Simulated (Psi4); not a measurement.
Method: SAPT0/jun-cc-pVDZ, frozen core (Psi4).

Psi4 input:

```
molecule {
0 1
C 0.50793491 -0.89014262 0.01938399
C -0.85057818 -0.51786492 -0.24164507
C -0.90476465 0.83014710 -0.11316316
O 0.32242391 1.32417341 0.20926954
C 1.17046513 0.26173040 0.28557022
H 0.92747196 -1.88158677 0.00870366
H -1.67035575 -1.16992529 -0.49044046
H -1.69394381 1.55370933 -0.21210096
H 2.19134648 0.48975936 0.53442224
--
0 1
O 0.68003404 0.50514203 -3.19558987
S 1.99186642 1.07518430 -3.04164023
O 2.97222761 0.84957003 -4.07002084
units angstrom
symmetry c1
no_reorient
no_com
}
set basis jun-cc-pvdz
set scf_type df
set freeze_core true
energy('sapt0')
```

Part of the output:

```
    SAPT Results
  --------------------------------------------------------------------------------------------------------
    Electrostatics                 -2.22593041 [mEh]      -1.39679242 [kcal/mol]      -5.84417949 [kJ/mol]
      Elst10,r                     -2.22593041 [mEh]      -1.39679242 [kcal/mol]      -5.84417949 [kJ/mol]

    Exchange                        4.87333757 [mEh]       3.05806549 [kcal/mol]      12.79494603 [kJ/mol]
      Exch10                        4.87333757 [mEh]       3.05806549 [kcal/mol]      12.79494603 [kJ/mol]
      Exch10(S^2)                   4.86452755 [mEh]       3.05253712 [kcal/mol]      12.77181533 [kJ/mol]

    Induction                      -1.06648574 [mEh]      -0.66922991 [kcal/mol]      -2.80005793 [kJ/mol]
      Ind20,r                      -3.17900569 [mEh]      -1.99485619 [kcal/mol]      -8.34647829 [kJ/mol]
      Exch-Ind20,r                  2.56541346 [mEh]       1.60982125 [kcal/mol]       6.73549212 [kJ/mol]
      delta HF,r (2)               -0.45289351 [mEh]      -0.28419497 [kcal/mol]      -1.18907176 [kJ/mol]

    Dispersion                     -3.90639408 [mEh]      -2.45129929 [kcal/mol]     -10.25623624 [kJ/mol]
      Disp20                       -4.37312294 [mEh]      -2.74417608 [kcal/mol]     -11.48163270 [kJ/mol]
      Exch-Disp20                   0.46672886 [mEh]       0.29287678 [kcal/mol]       1.22539645 [kJ/mol]
      Disp20 (SS)                  -2.18656147 [mEh]      -1.37208804 [kcal/mol]      -5.74081635 [kJ/mol]
      Disp20 (OS)                  -2.18656147 [mEh]      -1.37208804 [kcal/mol]      -5.74081635 [kJ/mol]
      Exch-Disp20 (SS)              0.26292835 [mEh]       0.16499003 [kcal/mol]       0.69031829 [kJ/mol]
      Exch-Disp20 (OS)              0.20380051 [mEh]       0.12788675 [kcal/mol]       0.53507816 [kJ/mol]

  Total HF                          1.58092142 [mEh]       0.99204317 [kcal/mol]       4.15070861 [kJ/mol]
  Total SAPT0                      -2.32547266 [mEh]      -1.45925613 [kcal/mol]      -6.10552763 [kJ/mol]
```
